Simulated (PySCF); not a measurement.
One molecule, one basis, several functionals.

Compound: C2H7BF2Si.
SMILES: `CC[SiH2]B(F)F`

Torsions of this conformer, `[CH3:1][CH2:2][SiH2:3][B:4]([F:5])[F:6]`: C1–C2–Si3–B4 -177°, C2–Si3–B4–F5 27°.

PySCF, pcSseg-1 basis, density fitting, gas phase, PBE0-D3(BJ)/def2-SVP geometry. One functional is left out:

```json
{"functional": "B97-D", "exact exchange (%)": "0", "HOMO energy (eV)": "-7.23", "LUMO energy (eV)": "-1.69", "dipole moment (D)": "1.425"}
{"functional": "BLYP", "exact exchange (%)": "0", "HOMO energy (eV)": "-7.11", "LUMO energy (eV)": "-1.69", "dipole moment (D)": "1.406"}
{"functional": "BP86", "exact exchange (%)": "0", "HOMO energy (eV)": "-7.33", "LUMO energy (eV)": "-1.91", "dipole moment (D)": "1.433"}
{"functional": "LDA", "exact exchange (%)": "0", "HOMO energy (eV)": "-7.34", "LUMO energy (eV)": "-2.11", "dipole moment (D)": "1.505"}
{"functional": "OPBE", "exact exchange (%)": "0", "HOMO energy (eV)": "-7.20", "LUMO energy (eV)": "-1.69", "dipole moment (D)": "1.397"}
{"functional": "PBE", "exact exchange (%)": "0", "HOMO energy (eV)": "-7.23", "LUMO energy (eV)": "-1.85", "dipole moment (D)": "1.418"}
{"functional": "B97-2", "exact exchange (%)": "21", "HOMO energy (eV)": "-8.32", "LUMO energy (eV)": "-0.92", "dipole moment (D)": "1.518"}
{"functional": "PBE0", "exact exchange (%)": "25", "HOMO energy (eV)": "-8.57", "LUMO energy (eV)": "-0.92", "dipole moment (D)": "1.530"}
{"functional": "mPW1PW91", "exact exchange (%)": "25", "HOMO energy (eV)": "-8.61", "LUMO energy (eV)": "-0.92", "dipole moment (D)": "1.541"}
{"functional": "BHandHLYP", "exact exchange (%)": "50", "HOMO energy (eV)": "-9.82", "LUMO energy (eV)": "0.09", "dipole moment (D)": "1.617"}
```

Problem. Predict the row of B3LYP (20 % exact exchange) by straight lines through the other rows, and check it.

Solution. 
| property | line | computed | computed − line | B97-2 (21 %), for comparison |
| --- | --- | --- | --- | --- |
| HOMO energy (eV) | -8.29 | -8.35 | -0.06 | -8.32 |
| LUMO energy (eV) | -1.06 | -1.13 | -0.07 | -0.92 |
| dipole moment (D) | 1.510 | 1.504 | -0.006 | 1.518 |

Problem. Which of these properties follows the share of exact exchange most closely, and which least?

Solution. Most closely the HOMO energy, least the dipole moment; the correlations over the tabulated rows are HOMO energy -0.997, LUMO energy 0.980, dipole moment 0.917. The HOMO energy moves by -0.522 eV for every 10 %. Functionals with the same share still differ in their other parts: at 0 % BLYP and LDA differ by 0.23 eV in it.
